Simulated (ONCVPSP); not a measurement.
## Before and after: ONCV potential for rubidium (Rb)

ONCVPSP 4.0.1 input, shortened (lines: element, Z, core and valence counts, functional; n l f; lmax; l rc ep ncon nbas qcut; lloc lpopt rc5 dvloc0; l nproj debl; icmod fcfact rcfact), PBE, scalar-relativistic:

```
  Rb 37.00    8    1        4      upf
    1    0    2.00
    2    0    2.00
    2    1    6.00
    3    0    2.00
    3    1    6.00
    3    2   10.00
    4    0    2.00
    4    1    6.00
    5    0    0.75
    2
    0    4.00    0.00    4    9    1.70
    1    4.25    0.27    4    8    1.60
    2    3.90    0.09    3    6    2.30
    4    5    3.65    4.00
    0    2    2.00
    1    2    3.40
    2    3    0.60
    0    0.00    0.00
```

In the p channel the program set the typed energies aside and used 0.050, 3.450 Ha. In the d channel the program set the typed energies aside and used 0.050, 0.650, 1.250 Ha.

Change: s: qcut 1.1; p: qcut 1; d: qcut 1.5.

Cutoffs: the cutoffs (Ha) at which the residual kinetic energy of the hardest occupied pseudo-wave falls to 1 and 0.1 mHa per electron; they do not see the model core or the augmentation charge, which bear on the density cutoff. Errors are all-electron minus pseudo energies relative to the spin-unpolarised reference configuration.

Q: What does the change do?

A: The potential gets harder (1.1 Ha and 2.3 Ha → 2.3 Ha and 13 Ha); a bound ghost appears in s, which as a rule spoils a file; of the 3 tests that both files solve, the error grows in 1 and shrinks in 0 by more than 15 % and 0.3 meV (median size 2.6 → 4.0 meV); the range in which the d phases agree narrows (upper end 4.2 → 2.1).

| quantity | base | changed |
| --- | --- | --- |
| cutoff, loose | 1.1 Ha | 2.3 Ha |
| cutoff, tight | 2.3 Ha | 13 Ha |
| bound ghosts | none | s |
| GHOST(+) flags under 300 eV | s at 64.8 eV, p at 94.5 eV, p at 170.5 eV | p at 93.0 eV, p at 169.4 eV |
| tests with a reliable result | 3 of 4 | 3 of 4 |
| error for 5s1, meV [ΔE -0.67 eV] | +2.4 | +2.3 |
| error for 5s0.5, meV [ΔE 0.91 eV] | +7.3 | +7.2 |
| error for 4d0.5 5s0.5, meV [ΔE 0.45 eV] | +2.6 | +4.0 |
| s: phases at 4.05 bohr within 0.05 rad from the reference energy up to (Ha; the scan ends near 5) | 0.7 | n/a |
| p: phases at 4.32 bohr within 0.05 rad from the reference energy up to (Ha; the scan ends near 5) | 0.6 | n/a |
| d: phases at 3.95 bohr within 0.05 rad from the reference energy up to (Ha; the scan ends near 5) | 4.2 | 2.1 |

Base: The cutoffs count occupied waves only; projector 2 of the s channel, the hardest unoccupied one, needs 19 Ha at the loose tolerance. Changed file: The cutoffs count occupied waves only; projector 2 of the s channel, the hardest unoccupied one, needs 18 Ha at the loose tolerance. A true bound ghost makes a file unfit for plane-wave use even where its test errors are small: the radial tests pick states by their node count and pass the ghost by.
